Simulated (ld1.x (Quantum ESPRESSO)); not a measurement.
**xenon, TM semilocal: configuration errors across variants**

```
Element                 : xenon (Xe)
Generator               : ld1.x (Quantum ESPRESSO) 7.5
Type                    : norm-conserving Troullier–Martins (semilocal form)
Functional              : PBE
Relativity              : scalar-relativistic
Frozen core             : [Kr]
Valence charge          : 18
Reference configuration : 4d10 5s2 5p6
Partial waves           : 5s (bound): rc 1.30 bohr; 4d (bound): rc 1.15 bohr; 5p (bound): rc 2.05 bohr
Local potential         : the p channel
Core correction         : none
```

All-electron excitation energies from the reference (eV): (1) 4d10 5s2 5p5 12.537; (2) 4d10 5s2 5p4 34.288; (3) 4d10 5s2 5p3 66.010; (4) 4d10 5s2 5p2 108.325; (5) 4d9 5s2 5p6 67.712; (6) 4d10 5s2 5p5.5 5.171; (7) 4d10 5s1 5p6 24.683.

In the semilocal form every listed channel keeps its own potential, so the choice of the local channel does not act on these tests. It acts once the file is put into the separable form.

A semilocal file is local in each channel, so a ghost entry of none says nothing of the separable form that plane-wave codes build from it.

2 further variants failed, have other tests or another functional or relativity, and are left out.

Errors AE − PS in meV (a dash: test not solved or not reliable):

| change | (1) | (2) | (3) | (4) | (5) | (6) | (7) | bound ghosts |
| --- | --- | --- | --- | --- | --- | --- | --- | --- |
| base | -0.9 | +5.7 | +27 | +73 | -75 | -1.0 | -0.9 | none |
| wave 5s (bound): rc 1.30 bohr becomes 5s (bound): rc 1.74 bohr | -1.3 | +3.4 | +18 | +49 | -281 | -1.1 | +3.1 | none |
| all radii scaled by about 1.09 (s 1.42, p 2.24, d 1.26 bohr) | -0.4 | +6.5 | +24 | +53 | -178 | -0.9 | +7.7 | none |
| core correction a·sin(br)/r model core inside 0.94 bohr | -0.7 | +6.6 | +28 | +68 | -136 | -1.0 | -1.2 | none |
| wave 4d (bound): rc 1.15 bohr becomes 4d (bound): rc 0.78 bohr | -0.9 | +5.6 | +27 | +73 | -75 | -1.0 | -0.6 | none |
| wave 5s (bound): rc 1.30 bohr becomes 5s (bound): rc 1.28 bohr | -0.7 | +7.1 | +32 | +87 | +33 | -1.0 | 0.0 | none |
| all radii scaled by about 1.12 (s 1.46, p 2.30, d 1.28 bohr) | -0.2 | +7.2 | +24 | +48 | -175 | -0.8 | +9.9 | none |
| local potential the d channel | -0.9 | +5.6 | +27 | +73 | -75 | -1.0 | -0.9 | none |
| wave 4d (bound): rc 1.15 bohr becomes 4d (bound): rc 1.46 bohr | -0.9 | +5.8 | +27 | +75 | -44 | -1.0 | -1.2 | none |
| core correction a·sin(br)/r model core inside 0.60 bohr | -0.6 | +6.6 | +27 | +67 | -142 | -0.9 | -1.5 | none |

**Question.** Give the same row for: wave 5p (bound): rc 2.05 bohr becomes 5p (bound): rc 2.48 bohr.

**Answer.** +1.3, +13, +33, +53, +54, -0.4, +16; bound ghosts: none.
